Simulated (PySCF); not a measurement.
CH13NOSSi4.
Numbering: `[CH3:1][Si@@:2]([OH:3])([S:4][SiH3:5])[N:6]([SiH3:7])[SiH3:8]` (hydrogens: H9, H10, H11 on C1; H12 on O3; H13, H14, H15 on Si5; H16, H17, H18 on Si7; H19, H20, H21 on Si8)

Computed by this run: PBE0-D3(BJ)/def2-SVP geometry optimisation, gas phase in PySCF 2.14.0; density fitting, grid level 1; the optimiser is geomeTRIC in internal coordinates, started from a GFN2-xTB structure.

Step 0: E = -47097.7307 eV
```
atom  x, y, z in Å  |  force x, y, z in eV/Å
C1      0.9524    1.7759    0.0265   -0.344  -0.990  -0.030
Si2     0.2216    0.0697   -0.3361    0.582   0.751   0.997
O3      0.4573   -0.1395   -1.9321   -0.002   0.289  -1.067
S4      1.2340   -1.5236    0.7188   -0.428  -0.060   0.171
Si5     3.2823   -1.1234    0.2578   -0.783   0.047   0.151
N6     -1.4515   -0.0478    0.1032    0.324  -0.047   0.048
Si7    -1.8578   -0.3564    1.7785    0.175   0.143  -0.628
Si8    -2.6360    0.0742   -1.1674    0.481  -0.063   0.259
H9      0.9475    1.9841    1.0914   -0.009   0.058   0.536
H10     0.3700    2.5451   -0.4692   -0.356   0.331  -0.319
H11     1.9752    1.8476   -0.3288    0.514   0.001  -0.196
H12     0.1348   -0.9221   -2.3725   -0.059  -0.394  -0.115
H13     3.7045    0.0866    0.9567    0.362   0.500   0.267
H14     3.9658   -2.3045    0.7573    0.509  -0.516   0.197
H15     3.4459   -0.9589   -1.1815    0.194   0.072  -0.644
H16    -3.2628    0.0128    1.9255   -0.623   0.100   0.230
H17    -1.0078    0.5064    2.6010    0.291   0.230   0.483
H18    -1.6445   -1.7674    2.0894    0.013  -0.565   0.337
H19    -2.2217    1.1434   -2.0759   -0.003   0.401  -0.460
H20    -3.9149    0.3853   -0.5408   -0.658   0.090   0.159
H21    -2.7032   -1.1980   -1.9021   -0.181  -0.380  -0.374
```

Problem. Estimate the geometry and energy of step 1. (The exact step hangs on the optimiser's Hessian estimate; all steps are aligned on step 0, rigid shifts and turns removed.)

Solution. E = -47097.9572 eV, largest force 0.169 eV/Å
```
atom  x, y, z in Å  |  force x, y, z in eV/Å
C1      1.0122    1.7265   -0.0013   -0.057   0.089  -0.068
Si2     0.2414    0.0812   -0.3840    0.076  -0.080  -0.006
O3      0.3623   -0.1299   -2.0320   -0.014   0.023   0.101
S4      1.1880   -1.5179    0.7226    0.079   0.010  -0.076
Si5     3.2565   -1.0821    0.3250    0.049  -0.008  -0.035
N6     -1.4346   -0.0459    0.0824   -0.071   0.065   0.050
Si7    -1.8483   -0.3630    1.7657    0.029  -0.039   0.136
Si8    -2.6565    0.1041   -1.1742   -0.051  -0.065  -0.147
H9      1.0227    1.9177    1.0829   -0.027  -0.049  -0.034
H10     0.4234    2.5219   -0.4878    0.030  -0.026   0.009
H11     2.0460    1.7952   -0.3758   -0.044  -0.036  -0.002
H12     0.1604   -1.0025   -2.3862    0.015   0.011   0.064
H13     3.7406    0.1401    1.0356   -0.057  -0.011   0.013
H14     4.0384   -2.2577    0.8007   -0.025  -0.020   0.007
H15     3.4719   -0.8956   -1.1415   -0.008   0.015   0.013
H16    -3.2790    0.0056    1.9887    0.027   0.036  -0.047
H17    -0.9764    0.4567    2.6658   -0.035   0.001  -0.064
H18    -1.6723   -1.7969    2.1546   -0.023   0.031  -0.075
H19    -2.3480    1.2325   -2.1033    0.002   0.010   0.073
H20    -3.9851    0.3407   -0.5328    0.059  -0.001   0.034
H21    -2.7728   -1.1410   -2.0056    0.048   0.043   0.055
```

The energy changes by -0.2265 eV. The first-order estimate −F·Δx gives -0.4894 eV and the mean of the old and new forces, exact on a quadratic surface, -0.2186 eV. The step makes an angle of 69° with the force vector and moves no atom by more than 0.157 Å.

The cost below is that of the whole optimisation. Rough CPU time on one thread of a shared machine: about 16 min.
